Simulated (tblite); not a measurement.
Species: C5H7ClF (doublet state).
Structure used (GFN2-xTB), in Å, numbered top down from 1:
```xyz
14
C5H7ClF angstrom
F     -1.8351    1.5667    0.9826
C     -1.1051    0.7342    0.2046
C     -1.0210   -0.7055    0.5747
C      0.2463   -1.1657   -0.1533
C      1.1253    0.0868   -0.1755
Cl     2.3917   -0.0130   -1.4242
C      0.1461    1.2420   -0.4205
H     -1.9048   -1.2733    0.2736
H     -0.9231   -0.8178    1.6622
H      0.0073   -1.4549   -1.1770
H      0.7350   -2.0038    0.3394
H      1.6433    0.2168    0.7774
H      0.4733    2.1892    0.0123
H      0.0201    1.3978   -1.4984
```

Computed with GFN2-xTB (tblite): harmonic, unscaled wavenumbers at the GFN2-xTB geometry, gas phase. Errors from tens to a few hundred cm⁻¹ against measured bands are possible. One conformer, not necessarily the lowest. Open shells enter through the occupations alone, without spin polarisation, and single modes of such species can be off by tens of per cent.

Harmonic wavenumbers (cm⁻¹): 68.0, 145.1, 219.0, 283.2, 342.0, 398.4, 466.8, 536.2, 759.4, 819.3, 872.4, 920.1, 940.8, 989.6, 1026.9, 1068.8, 1096.6, 1126.4, 1178.2, 1199.6, 1223.3, 1231.0, 1254.1, 1279.4, 1300.8, 1323.8, 1447.3, 1455.7, 1479.8, 2883.6, 2903.7, 2945.3, 2957.3, 2977.2, 3002.6, 3023.0.

A = 5199, B = 1224, C = 1035 MHz; mass 121.022 u (most abundant isotopes); point group C1, symmetry number 1; spin multiplicity 2.

Q: Zero-point energy?

A: ½Σν̃ = 23572 cm⁻¹ = 281.99 kJ/mol.

Q: Entropy at 298.15 K, 1 bar (ideal gas, RRHO, classical rotation)?

A: Translation 168.67, rotation 118.33, vibration 64.63, spin (R ln 2) 5.76: S = 357.4 J/(mol K).

Q: And Cp and H(298.15 K) − H(0)?

A: Cp = 112.80 J/(mol K), of which vibrations give 79.55 (their classical limit is 36 R = 299.3); H(298.15 K) − H(0) = 20.81 kJ/mol without the zero-point energy, 10.89 from vibrations.

Q: How do the functions run with temperature in this model?

A: 
```csv
T (K),S (J/(mol K)),Cp (J/(mol K)),H − H(0) (kJ/mol),G − H(0) (kJ/mol),ln q(vib)
150,297.1,69.6,7.44,-37.12,1.30
250,338.9,97.5,15.75,-68.98,2.68
400,395.1,145.3,33.97,-124.08,4.92
600,464.3,195.9,68.42,-210.14,8.12
900,553.4,242.7,134.86,-363.23,12.91
```

q(vib) and H(0) count from the zero-point level.

Q: Which modes carry the vibrational entropy at 298.15 K?

A: 68.0 cm⁻¹: 17.62; 145.1 cm⁻¹: 11.45; 219.0 cm⁻¹: 8.23; 283.2 cm⁻¹: 6.34; 342.0 cm⁻¹: 5.03; 398.4 cm⁻¹: 4.05 J/(mol K); the other 30 give 11.91 together.

Hindered rotation and anharmonicity are outside this model. Other conformers, if any are populated, would add a mixing term that is left out. The structure is chiral; the term R ln 2 for an equal mix with its mirror image is left out.
